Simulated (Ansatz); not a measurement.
`C[N]1[CH2][SnH2]1` → `[CH2]` (triplet) + `[CH2]1[NH][SnH2]1` at 600 K and 1 bar (formal loss of a carbene).

Isolated molecules relaxed with PBE0-D4/def2-TZVP in Ansatz; ΔE leaves out vibrations. CBS: MP2 limit from def2 TZ/QZ plus the TZ coupled-cluster correction, frozen cores. This one scheme is used for every species. Triplets are unrestricted, without spin–orbit coupling. def2 core potentials past Kr. For Sn outer-core shells are correlated without core-valence functions, which leaves a few kJ/mol of doubt a bond.

```
            species  CCSD(T)/CBS energy (Eh)  H − E (kJ/mol)  S (J/(mol·K))
`C[N]1[CH2][SnH2]1`               -348.97279           273.8          446.1
  `[CH2]` (triplet)                -39.09499            66.5          220.8
`[CH2]1[NH][SnH2]1`               -309.71848           188.2          384.2
```

H − E and S are ideal-gas, rigid-rotor, harmonic terms from PBE0-D4/def2-TZVP, for one conformer and one mirror image of each species, with the whole ground term of open shells counted as degenerate. 1 Eh = 2625.50 kJ/mol, R = 8.31446 J/(mol·K).

**Question.** By hand: ΔE, ΔH, ΔS and ΔG.

**Answer.** ΔE = (-39.09499) + (-309.71848) − (-348.97279) = 0.15932 Eh = 418.3 kJ/mol. Δ(H − E) = 66.5 + 188.2 − 273.8 = -19.1, so ΔH = 399.2 kJ/mol. ΔS = 220.8 + 384.2 − 446.1 = 158.9 J/(mol·K). ΔG = 399.2 − 600 × (158.9)/1000 = 303.9 kJ/mol.

**Question.** By hand: the equilibrium constant, and the temperature at which ΔG would vanish if ΔH and ΔS stayed fixed.

**Answer.** log₁₀ K = −ΔG/(RT ln 10) = -26.5. ΔG = 0 at ΔH/ΔS = 2512 K, far beyond where these terms or the molecules hold.

The number of gas molecules changes by +1, which sets the sign of ΔS. A doubt of 5 kJ/mol in ΔE shifts log₁₀ K by 0.4 here. Other conformers and mirror images would add mixing entropy, several J/(mol·K) or more a flexible species. A triplet takes part, so the spin changes. These are equilibria of isolated gas molecules and say nothing of rates. Largest T1 diagnostic: 0.016 (customary marks: 0.02 for closed shells, 0.045 for open ones).
